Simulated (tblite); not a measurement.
C7H12NP.
Numbering: `[CH3:1][CH2:2][c:3]1[cH:4][p:5][cH:6][n:7]1[CH2:8][CH3:9]` (hydrogens: H10, H11, H12 on C1; H13, H14 on C2; H15 on C4; H16 on C6; H17, H18 on C8; H19, H20, H21 on C9)

Structure used (GFN2-xTB), in Å, numbered top down from 1:
```xyz
21
C7H12NP angstrom
C      2.2242   -1.1916   -0.0475
C      1.3138   -0.3672    0.8676
C      0.6376    0.7351    0.1148
C      1.1301    2.0011   -0.0419
P      0.1008    3.0120   -1.0420
C     -0.9487    1.6686   -1.2035
N     -0.5332    0.5527   -0.5561
C     -1.3443   -0.6398   -0.5136
C     -2.3257   -0.6031    0.6578
H      2.9800   -0.5497   -0.4936
H      1.6570   -1.6560   -0.8517
H      2.7221   -1.9748    0.5201
H      1.9209    0.0807    1.6562
H      0.5802   -1.0195    1.3452
H      2.0505    2.3364    0.4014
H     -1.8687    1.6324   -1.7602
H     -1.9001   -0.7063   -1.4531
H     -0.6996   -1.5179   -0.4382
H     -2.9416   -1.4986    0.6574
H     -2.9714    0.2683    0.5766
H     -1.7926   -0.5457    1.6040
```

Computed values, GFN2-xTB/tblite, gas phase, harmonic and unscaled. Errors from tens to a few hundred cm⁻¹ against measured bands are possible. One conformer, not necessarily the lowest.

Harmonic wavenumbers (cm⁻¹): 76.5, 88.5, 110.3, 134.4, 188.1, 193.2, 301.9, 340.0, 352.0, 386.6, 473.6, 549.7, 592.8, 626.2, 708.2, 770.2, 780.1, 820.0, 827.3, 884.7, 966.5, 983.5, 1019.3, 1059.8, 1077.0, 1084.4, 1094.6, 1129.1, 1181.2, 1211.8, 1238.6, 1261.1, 1319.1, 1324.1, 1389.9, 1407.4, 1412.5, 1442.3, 1464.6, 1487.1, 1495.7, 1498.1, 1499.1, 1504.6, 1520.6, 2964.5, 2974.4, 2984.7, 2993.1, 3027.4, 3031.7, 3040.4, 3044.3, 3045.6, 3046.6, 3112.5, 3123.7.

A = 1686, B = 1254, C = 810.8 MHz; mass 141.071 u (most abundant isotopes); point group C1, symmetry number 1.

Q: Zero-point energy?

A: Half the sum of the wavenumbers: 38833 cm⁻¹ = 111.03 kcal/mol.

Q: What is S at 350 K and 1 bar for an ideal gas of classical rigid rotors and harmonic oscillators?

A: Translation 41.57, rotation 30.10, vibration 32.84: S = 104.5 cal/(mol K).

Q: And Cp and H(350 K) − H(0)?

A: Cp = 44.58 cal/(mol K), of which vibrations give 36.64 (their classical limit is 57 R = 113.3); H(350 K) − H(0) = 9.03 kcal/mol without the zero-point energy, 6.25 from vibrations.

Q: What must be added to the electronic energy to get the Gibbs energy at 350 K and 1 bar?

A: ZPE + [H(350 K) − H(0)] − T·S = 111.03 + 9.03 − 36.58 = 83.48 kcal/mol.

Q: Which modes carry the vibrational entropy at 350 K?

A: 76.5 cm⁻¹: 4.29; 88.5 cm⁻¹: 4.01; 110.3 cm⁻¹: 3.58; 134.4 cm⁻¹: 3.19; 188.1 cm⁻¹: 2.55; 193.2 cm⁻¹: 2.50 cal/(mol K); the other 51 give 12.73 together.

Q: Blend soft modes into free rotors: weight 1/[1 + (100 cm⁻¹/ν̃)⁴] for the oscillator and the rest for a rotor with moment μB/(μ + B), μ = h/(8π²ν), B = 10⁻⁴⁴ kg m². What vibrational entropy results?

A: 31.16 cal/(mol K) in place of 32.84, which changes −T·S at 350 K by +0.59 kcal/mol.

Q: How do the functions run with temperature in this model?

A: 
```csv
T (K),S (cal/(mol K)),Cp (cal/(mol K)),H − H(0) (kcal/mol),G − H(0) (kcal/mol),ln q(vib)
150,77.3,23.3,2.30,-9.29,2.49
250,91.5,33.5,5.13,-17.74,5.00
298.15,97.8,38.8,6.87,-22.30,6.22
400,110.8,50.0,11.39,-32.93,8.84
600,134.7,67.9,23.29,-57.52,14.03
900,165.8,85.2,46.47,-102.73,21.60
```

q(vib) and H(0) count from the zero-point level.

Hindered rotation and anharmonicity are outside this model. Other conformers, if any are populated, would add a mixing term that is left out. The structure is chiral; the term R ln 2 for an equal mix with its mirror image is left out.

On one thread of an Arm Neoverse V2, shared host, this took 0.71 s of wall time. The figure is for the frequency step alone.
